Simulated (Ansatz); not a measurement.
Coupled-cluster run, C2H5OSi, SMILES `C=C[SiH]O` radical.

```yaml
crystal:
  periodic: [false, false, false]
  atoms:
    - {symbol: C, position_ang: [-0.108203, 1.177349, -0.835405]}
    - {symbol: C, position_ang: [0.605626, 0.054938, -0.712574]}
    - {symbol: Si, position_ang: [0.443534, -1.132038, 0.689959]}
    - {symbol: O, position_ang: [-0.838208, -0.801194, 1.678172]}
    - {symbol: H, position_ang: [0.052839, 1.879432, -1.648142]}
    - {symbol: H, position_ang: [-0.898683, 1.432006, -0.135113]}
    - {symbol: H, position_ang: [1.384833, -0.144995, -1.447569]}
    - {symbol: H, position_ang: [0.260142, -2.531926, 0.222670]}
    - {symbol: H, position_ang: [-0.813381, 0.020227, 2.171003]}
basis:
  gaussian: {orbitals: def2-TZVPP}
magnetization: {spin_polarized: true, initial_magnetization: 1}
correlation: {method: ccsd_t}
scf: {omitted_lower_state_checks: [cluster_reference]}
output: {orbitals: {seedname: orbitals}}
```

```sh
$ ansatz run in.yaml --threads 4 --pin off --events-out ev --progress --plain --max-ram 10444MiB
```

Log, shortened:

```
Functional definition: HF
1215 factors; integrals over basis functions are off by at most 8.3e-4 eV
mean field evaluation 1: about -12035.9745 eV, gradient 3.1e1 eV
mean field evaluation 2: about -12035.9798 eV, gradient 3.1e1 eV
mean field evaluation 4: about -12040.9660 eV, gradient 3.5e0 eV
mean field evaluation 8: about -12041.2079 eV, gradient 2.7e-1 eV
mean field evaluation 16: about -12041.2222 eV, gradient 7.0e-6 eV
mean field -12041.22224360 eV, -442.5067556186 hartree, gradient 7.0e-6 eV, S^2 0.869108; 2 other end points of the search recorded, 0 dependent functions left out
8 core orbitals not correlated: weight in the atoms' cores, before any rotation towards them, 1.000 or more for the frozen orbitals, at most 0.000 for the correlated occupied ones
reference -12041.22224360 eV, -442.5067556186 hartree; 12, 11 occupied and 185, 186 virtual orbitals, 1215 factors
second order -17.85080109 eV of doubles, -0.00000000 eV of singles
cycle   1  -18.25660063 eV  change   -4.1e-1 eV  update   1.0e-1
cycle   2  -18.76739486 eV  change   -5.1e-1 eV  update   4.0e-2
cycle   3  -18.92199603 eV  change   -1.5e-1 eV  update   2.8e-2
cycle   4  -18.92591453 eV  change   -3.9e-3 eV  update   1.5e-2
cycle   5  -18.93074711 eV  change   -4.8e-3 eV  update   7.5e-3
cycle   6  -18.93444851 eV  change   -3.7e-3 eV  update   2.9e-3
cycle   7  -18.93480288 eV  change   -3.5e-4 eV  update   1.2e-3
cycle   8  -18.93501427 eV  change   -2.1e-4 eV  update   6.2e-4
cycle   9  -18.93523272 eV  change   -2.2e-4 eV  update   2.9e-4
cycle  10  -18.93504257 eV  change    1.9e-4 eV  update   1.6e-4
cycle  11  -18.93517549 eV  change   -1.3e-4 eV  update   6.9e-5
cycle  12  -18.93518733 eV  change   -1.2e-5 eV  update   3.0e-5
cycle  13  -18.93520237 eV  change   -1.5e-5 eV  update   1.3e-5
perturbative correction -0.78293533 eV, -0.0287723426 hartree
Total energy: -12060.94038130 eV, -443.2313838136 hartree
Checks for a lower state left out: cluster_reference
```

It took 2.7 min on 4 threads of an Arm Neoverse V2 on a shared host, with 6.9 GiB of host memory at the peak.

The correlation energy is -19.718 eV, 4.0 % of it from (T); the T1 diagnostic reads 0.0270.
